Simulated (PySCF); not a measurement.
# NMR problem set

Theory: NMR shieldings at PBE0/pcSseg-1/GIAO, structure optimised with GFN2-xTB, J couplings at B3LYP/pcJ-1 (spin–dipole term left out of most H,H and C,H couplings), in PySCF 2.14.0 with density-fitted response routines (gas phase, one conformer, averaged over atoms made equivalent by symmetry, fast rotation or ring inversion, relativity neglected).

Shifts are taken against calculated references (same method and geometry level): TMS for 1H (31.72 ppm) and 13C (186.93 ppm). Multiplet labels drop J under 1 Hz and among equivalent protons, and merge close values. Unscaled 3J(H,H) run several per cent high. Where no couplings were computed, multiplicities follow the n + 1 count of equivalent neighbours, and m marks all less simple cases (inequivalent or close neighbours, rings, F or P nearby). One-bond C–F couplings are unscaled and too large by tens of Hz. Shifts are as computed. Against solution values, carbons near 30 ppm lie about +3 ppm off and those near 130 ppm about +5 ppm; carbons on Cl a further +6 ppm. Of 1211 compounds with measured shifts, 218 miss one by over three times the rms of a fit or turn the order of signals round; such compounds aren't used in these exercises. Carbons bonded to Cl come out too deshielded.

(1) C6H10ClN3. 1H NMR (400 MHz, computed): δ 7.36 (s, 1H), 1.66 (s, 9H). 13C{1H} NMR (computed): δ 147.7 (C), 135.4 (CH), 60.7 (C), 31.2 (CH3). Identify the compound.

(2) C8H14N2. 1H NMR (300 MHz, computed): δ 6.48 (m, 1H), 5.58 (m, 1H), 5.53 (m, 1H), 2.36 (q, 2H), 2.14 (s, 3H), 1.68 (s, 3H), 1.18 (t, 3H). 13C{1H} NMR (computed): δ 139.9, 135.6, 134.5, 123.7, 38.3, 22.0, 16.8, 15.4. Give a structure.

(3) C6H5F. 1H NMR (500 MHz, computed): δ 6.23 (ddd, J = 6.8, 2.4, 1.2 Hz, 1H), 6.04 (ddd, J = 6.8, 4.8, 2.8 Hz, 1H), 4.21 (d, J = 2.2 Hz, 2H), 1.36 (d of quint, J = 12.1, 2.4 Hz, 1H). 13C{1H} NMR (computed): δ 139.1 (d, J = 6.0 Hz), 137.4 (d, J = 23.4 Hz), 89.0 (d, J = 310.7 Hz), 55.3 (d, J = 10.7 Hz), 25.0 (d, J = 8.3 Hz). Give a structure.

Results:

(1) SMILES CC(C)(C)n1ncc(Cl)n1. The formula gives 3 degrees of unsaturation (1 ring in the answer). 4 carbon signals for 6 carbons: some carbons are equivalent by symmetry or fast rotation. Carbon types of the structure: 2 × C, 1 × CH, 3 × CH3, which accounts for all hydrogens. δC 147.7: aromatic carbon bearing chlorine. δC 135.4: aromatic CH next to a ring nitrogen. δC 60.7: fully substituted sp3 carbon bonded to N; pulled downfield by the heteroatom. δC 31.2: methyl carbon; aliphatic region, no heteroatom directly attached.

The shifts were computed for this structure.

(2) `C=C/C(C)=N\N=C(/C)CC`. The formula gives 3 degrees of unsaturation (no ring in the answer). 8 carbon signals for 8 carbons: no two carbons are equivalent. Carbon types of the structure: 2 × C, 1 × CH, 2 × CH2, 3 × CH3, which accounts for all hydrogens. δC 139.9, 135.6: C=N carbon. δC 134.5: alkene CH; an sp2 carbon of a C=C bond. δC 123.7: terminal =CH2 carbon; the olefinic region. δH 6.48: hydrogen on an alkene CH; olefinic region.

The data come from this structure; uniqueness wasn't tested.

(3) `C1=C[C@]2(F)[C@@H]3[C@H]1[C@H]23`. The formula gives 4 degrees of unsaturation (3 rings in the answer). 5 carbon signals for 6 carbons: some carbons are equivalent by symmetry or fast rotation. Carbon types of the structure: 1 × C, 5 × CH, which accounts for all hydrogens. δC 139.1, 137.4: alkene CH; an sp2 carbon of a C=C bond. δC 89.0, 55.3, 25.0: three-membered-ring carbon. δH 6.23, 6.04: hydrogen on an alkene CH; olefinic region. δH 4.21, 1.36: hydrogen on a three-membered-ring carbon. The protons at 6.23 and 6.04 share a coupling of 6.8 Hz (vicinal, cis across C=C).

The shifts were computed for this structure.
